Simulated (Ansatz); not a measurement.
This geometry of BH₈NSi₂ (12 atoms, charge 0, multiplicity 1) is a first-order saddle point.

Computed with RKS BLYP/def2-SVP (Ansatz).

```xyz
12
Properties=species:S:1:pos:R:3
N -1.213 2.045 -0.187
Si -1.218 0.277 -0.258
B 0.608 -0.622 -0.541
Si 1.717 -1.190 0.895
H -0.705 2.482 0.591
H -0.957 2.533 -1.052
H -1.872 -0.201 1.012
H -2.114 -0.067 -1.415
H 1.214 -0.244 -1.525
H 0.196 -1.815 -0.533
H 1.198 -2.018 2.042
H 3.224 -1.234 1.005
```

Problem. Which two structures does it join? (They come from a converged band through this point; their orientation in space is the band's.)

Solution. Bonds broken: N1–B3, Si4–H10. Bonds formed: B3–H10.

Initial state:

```xyz
12
Properties=species:S:1:pos:R:3
N -0.346 1.315 -0.110
Si -1.680 -0.038 -0.479
B 0.320 -0.041 -0.668
Si 1.422 -1.148 0.615
H -0.185 1.579 0.870
H -0.304 2.150 -0.707
H -2.415 -0.191 0.823
H -2.605 0.628 -1.460
H 0.682 0.070 -1.823
H 1.448 -2.603 0.230
H 0.879 -1.081 2.026
H 2.861 -0.697 0.717
```

Final state:

```xyz
12
Properties=species:S:1:pos:R:3
N -0.766 1.876 -0.288
Si -0.942 0.162 0.007
B 0.734 -1.038 -0.939
Si 1.307 -1.101 0.868
H -0.575 2.492 0.507
H -0.242 2.188 -1.110
H -1.438 0.043 1.424
H -1.992 -0.451 -0.871
H 1.114 -0.148 -1.676
H 0.209 -2.033 -1.392
H 0.837 -2.126 1.864
H 1.830 0.082 1.640
```

Problem. How far does it lie above each of them?

Solution. 0.87 eV above the first and 0.25 eV above the second. This is the barrier of this one path; another mechanism may lie lower. The orbitals stay closed-shell, which can raise the energy where a bond breaks towards radicals; this wasn't checked here.

Run time: 79 s on 2 threads of Intel(R) Xeon(R) 6975P-C (Granite Rapids) (shared host), peak memory 0.16 GiB.
